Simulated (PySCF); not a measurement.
C2H5Cl2In, SMILES C[CH2][In]([Cl])[Cl]. Heavy atoms are numbered as in [In:1]([Cl:2])([Cl:3])[CH2:4][CH3:5]. Hydrogens are named by the atom that carries them.

Geometry: PBE-D3(BJ)/def2-SVP. The structure was generated by enumeration; whether it is a known compound was not checked. The def2 effective core potentials stand for the cores of In; spin–orbit coupling is left out. The values are those of a single conformer.

These are PySCF with PBE/def2-TZVP values and carry that method's errors.

ESP charges are fitted to the potential on shells at 1.4 to 2.0 van der Waals radii. Atomic charges (e), one atom of each kind:

| atom | ESP fit | Löwdin | Mulliken |
|---|---|---|---|
| In1 | ? | -0.05 | 0.77 |
| Cl2 | ? | 0.05 | -0.37 |
| C4 (CH2) | ? | -0.43 | -0.39 |
| C5 (CH3) | -0.15 | -0.33 | -0.35 |
| H on C4 | 0.02 | 0.15 | 0.15 |
| H on C5 | 0.04 | 0.13 | 0.13 |

Question: What belongs in the gaps? (An estimate is asked for; the answer gives what the named calculation found.)

Answer: 
- In1, ESP fit: 0.58
- Cl2, ESP fit: -0.30
- C4 (CH2), ESP fit: -0.01
